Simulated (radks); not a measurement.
The numbers below are computed, except where a source is named.
The mean radii <r> (bohr) of the occupied orbitals of an atom or ion are listed with their occupations. Level of theory: Dirac Kohn-Sham, revPBE, spin-unpolarised, spherical densities, finite nucleus; Fermi nuclear charge, rms radius of each element as measured or else 0.836 A^(1/3) + 0.57 fm (a radial shooting solver on a logarithmic mesh with Libxc functionals).

orbital  occ.      <r>
1s1/2       2  0.05030
2s1/2       2   0.2259
2p1/2       2   0.1959
2p3/2       4   0.1993
3s1/2       2   0.6718
3p1/2       2   0.6903
3p3/2       4   0.7000
3d3/2     3.2   0.7706
3d5/2     4.8   0.7745

Name the element and its charge. Open shells, if any, are shared by 2j + 1.

Answer. Z = 30, zinc, charge +4: Zn4+ in [Ar] 3d8. The 1s radius gives Z: for a bare nucleus <r> = (2 gamma + 1)/(2Z) with gamma = sqrt(1 - (Z/c)^2), 0.04919 bohr for Z = 30, and screening makes it slightly larger (0.05030 here). The occupations add up to 26, and the charge is Z minus that.
